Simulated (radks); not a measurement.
Cl-, configuration [Ar].

Calculated with a radial shooting solver on a logarithmic mesh with Libxc functionals: non-relativistic Kohn-Sham, LDA (Slater exchange, Perdew-Wang correlation), spin-polarised, spherical densities, point nucleus; Watson sphere of charge +1 and radius 4.28 bohr.

Energy parts (eV; the electron-nucleus part includes the sphere):
part                      energy
total                 -12599.038
kinetic                12460.718
electron-nucleus      -30021.842
Hartree                 5694.481
exchange-correlation    -732.394

Orbitals (lengths in bohr, moments of r in powers of bohr):
\begin{tabular}{lrrr}
orbital & occ. & eigenvalue (eV) & <1/r> \\ \hline
1s & 2 & -2727.015 & 16.51 \\
2s & 2 & -245.9300 & 3.273 \\
2p & 6 & -187.4677 & 3.194 \\
3s & 2 & -17.1732 & 0.8815 \\
3p & 6 & -5.8734 & 0.6940 \\
\end{tabular}

The highest occupied level is 3p at -5.873 eV. Summed over all electrons, <r^2> = 38.45 bohr^2, which gives a Langevin (diamagnetic) susceptibility term of -30.5 x 10^-6 cm^3/mol. The density falls to 0.001 e/bohr^3 at r = 4.34 bohr.
